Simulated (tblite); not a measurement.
HB, charge -1, doublet, at the geometry of the source list (a state made from the parent by changing its charge; the spin is typed, not shown lowest); tblite with GFN1-xTB.

The tblite input:
```
$ tblite run mol.xyz --method gfn1 --charge -1 --spin 1 --etemp 2000 --json tblite.json --no-restart

# file mol.xyz
2

B      0.32270000     0.09790000    -0.47190000
H     -0.32270000    -0.09790000     0.47190000
```

Output, abridged:

```
xTB calculator
 | screened Coulomb repulsion
 | Coulomb electrostatics
 |  * isotropic Klopman-Ohno-Mataga-Nishimoto electrostatics
 |  * onsite third-order electrostatics
 | DFT-D3(BJ) dispersion correction

halogen bonding energy    0.0000000000000E+00 Eh
repulsion energy          1.4620657697693E-02 Eh
dispersion energy        -1.0814520526902E-04 Eh
number of electrons       5.0000000000000E+00 e
integral cutoff           2.1261634374110E+01 bohr

------------------------------------------------------------
  cycle        total energy    energy error   density error
------------------------------------------------------------
      1     -1.942353704006  -1.9568662E+00   6.9372002E-01
      2     -1.942399551629  -4.5847623E-05   4.0280337E-01
      3     -1.942421839465  -2.2287835E-05   2.3290148E-02
      4     -1.942423840118  -2.0006533E-06   4.6166804E-03
      5     -1.942423928669  -8.8550743E-08   3.7678287E-03
      6     -1.942424110445  -1.8177625E-07   2.4336969E-05
      7     -1.942424110453  -7.8437257E-12   8.5934291E-08
------------------------------------------------------------

electronic energy        -1.9569366229455E+00 Eh
total energy             -1.9424241104531E+00 Eh

Post processing:
 | Mayer-Wiberg bond orders

[Info] JSON dump of results written to 'tblite.json'
```
